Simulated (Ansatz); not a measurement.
Isolated molecules relaxed with PBE0-D4/def2-TZVP in Ansatz; ΔE leaves out vibrations. CCSD(T)/CBS adds triple-zeta CCSD(T) − MP2 to the extrapolated MP2 energy (def2 sets, frozen cores). This one scheme is used for every species, atoms too. DFT in def2-TZVPP. No spin–orbit coupling; open shells (•) take unrestricted orbitals. Bonds to Ge are less sure, by a few kJ/mol each and by 10 to 20 or more in all where they break to atoms, as the def2 sets lack core-valence functions. Scalar relativity is left out up to krypton. One conformer a species, not always the lowest.

Reaction (hydrogen abstraction from a Ge–H bond): `[SH][GeH]([SH])[SH]` + H• → `[SH][Ge]([SH])[SH]`• + H₂

`[SH][GeH]([SH])[SH]`:

Cartesian coordinates in Å:
```
S -1.004 -0.717 1.888
Ge 0.302 0.108 0.305
S -0.448 2.128 -0.206
S 0.235 -1.045 -1.590
H -2.083 -0.753 1.089
H 1.721 0.113 0.896
H 0.341 2.245 -1.289
H 0.936 -2.079 -1.093
```

`[SH][Ge]([SH])[SH]`•:

Cartesian coordinates in Å:
```
S 0.804 -1.839 -0.959
Ge 0.493 0.010 0.263
S -0.371 -0.799 2.148
S -1.020 1.408 -0.640
H 0.594 -1.183 -2.113
H -0.383 0.407 2.744
H -0.117 1.995 -1.443
```

H₂:

```xyz
2

H    -0.244   -0.218    0.179
H     0.244    0.218   -0.179
```

(1) Is it downhill or uphill in electronic energy at CCSD(T)/CBS, and by how much? (Estimate.)

(2) What do these levels give: ωB97X-V, ωB97M-V, PBE, CCSD(T)/def2-TZVPP, SCS-MP2/def2-QZVPP, HF/CBS(def2)? (Best estimate.)

Largest T1 diagnostic among the species: 0.015.

Answers

(1) The calculation gave: Downhill: ΔE = -1.13 eV.

(2) Computed: ωB97X-V -1.06, ωB97M-V -1.18, PBE -1.33, CCSD(T)/def2-TZVPP -1.10, SCS-MP2/def2-QZVPP -1.04, HF/CBS(def2) -0.79 eV.

From PBE to PBE0 (25 % exact exchange), in def2-TZVPP and without D4, ΔE moves by +0.16 eV. In def2-TZVPP, CCSD(T) changes the Hartree–Fock value by −0.32 eV (the triples alone add −0.02 eV) and MP2 by −0.18 eV.
